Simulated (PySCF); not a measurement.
AlFCl2, SMILES [F][Al]([Cl])[Cl].

Coordinates come from a PBE0-D3(BJ)/def2-SVP optimisation.

Level of theory: PySCF with IEF-PCM-PBE0/def2-SVP.

The values are the electrostatic part of the solvation free energy, E(continuum) − E(gas) at the gas-phase geometry, in a cavity of scaled van der Waals radii (PySCF's table); cavitation and dispersion terms are not included. A continuum can't describe solvent molecules that bind to the metal. In vacuum the orbital gap is 8.30 eV. The dipole moment in vacuum is 0.45 D.

| solvent | ε | ΔG(elec) (kcal/mol) | dipole (D) | gap (eV) |
|---|---|---|---|---|
| water | 78.36 | -6.6 | 0.36 | 8.61 |
| toluene | 2.37 | -3.0 | 0.42 | 8.44 |
| n-hexane | 1.88 | -2.3 | 0.43 | 8.40 |
